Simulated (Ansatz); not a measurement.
Reactions of F$_{2}$GaH$_{4}$NSi (`[NH2][Ga]([F])[SiH2]F`).

Calculated with Ansatz (gas phase, PBE0-D4/def2-TZVP geometries, no zero-point term in ΔE). CCSD(T)/CBS adds triple-zeta CCSD(T) − MP2 to the extrapolated MP2 energy (def2 sets, frozen cores). This one scheme is used for every species. DFT in def2-TZVPP. B3LYP here is the variant with VWN-RPA as its local correlation; programs differ in this. For Br, Ga, Ge outer-core shells are correlated without core-valence functions, which leaves a few kJ/mol of doubt a bond. Scalar relativity is left out up to krypton. Each species was taken in one conformer, which may not be the lowest.

```
                                                                                 reaction  ωB97X-V (kcal/mol)  B3LYP-D4 (kcal/mol)  HF/CBS(def2) (kcal/mol)  CCSD(T)/CBS(def2) (kcal/mol)
                         `[NH2][Ga]([F])[SiH2]F` + H₂S → `[NH2][Ga]([F])[SH]` + `F[SiH3]`               -16.6                -15.5                    -20.7                         -17.1
                        `[NH2][Ga]([F])[SiH2]F` + NH₃ → `[NH2][Ga]([NH2])[F]` + `F[SiH3]`                -3.8                 -2.1                     -8.4                          -4.6
`[NH2][Ga]([F])[SiH2]F` + `F[SiH2][O][GeH3]` → `F[SiH2]O[SiH2]F` + `[NH2][Ga]([F])[GeH3]`               -28.0                -29.1                    -30.5                         -30.1
    `[NH2][Ga]([F])[SiH2]F` + `N[SiH](F)Br` → `F[SiH2][SiH](F)Br` + `[NH2][Ga]([NH2])[F]`                17.3                 18.3                     17.4                          16.9
                                 `[NH2][Ga]([F])[SiH2]F` → `[NH2][Ga]([F])[F]` + `[SiH2]`                74.0                 72.7                     66.2                          73.0
              `[NH2][Ga]([F])[SiH2]F` + `O[SiH3]` → `[NH2][Ga]([F])[O][SiH3]` + `F[SiH3]`               -12.5                -11.2                    -19.3                         -12.8
                         `[NH2][Ga]([F])[SiH2]F` + HCl → `[NH2][Ga]([F])[Cl]` + `F[SiH3]`               -23.2                -21.5                    -30.3                         -22.7
                      `[NH2][Ga]([F])[SiH2]F` + `NO` → `[NH2][Ga]([NH2])[F]` + `O[SiH2]F`               -84.0                -83.0                    -93.5                         -88.9
`[NH2][Ga]([F])[SiH2]F` + `[SiH3][O][GaH2]` → `[NH2][Ga]([F])[O][SiH3]` + `F[SiH2][GaH2]`                 7.1                  8.1                      4.9                           7.0
                          `[NH2][Ga]([F])[SiH2]F` + H–F → `[NH2][Ga]([F])[F]` + `F[SiH3]`               -15.7                -13.6                    -22.9                         -13.4
```

Largest T1 diagnostic: 0.014, for `[SiH2]`.
